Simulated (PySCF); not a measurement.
CHS2, SMILES S=C=[SH+], charge +1. Coordinates come from a B3LYP-D3(BJ)/def2-TZVP optimisation. The isomer is the one that the SMILES or the coordinates give; other isomers of the formula were not compared.

PySCF with TDA-CAM-B3LYP/def2-SVPD puts the lowest singlet excitations at 3.42, 4.92, 5.78, 6.37, 7.17, 7.36 eV.

Q: What are the lowest excitation roots from ADC(2)/aug-cc-pVDZ (PySCF 2.14.0)? (The exact figures need the calculation; the answer reports its results.)

A: 3.80, 5.07, 6.41, 7.00, 7.15, 7.39 eV. S1 differs by 0.38 eV (second minus first; roots are paired by order, and the bases may differ).
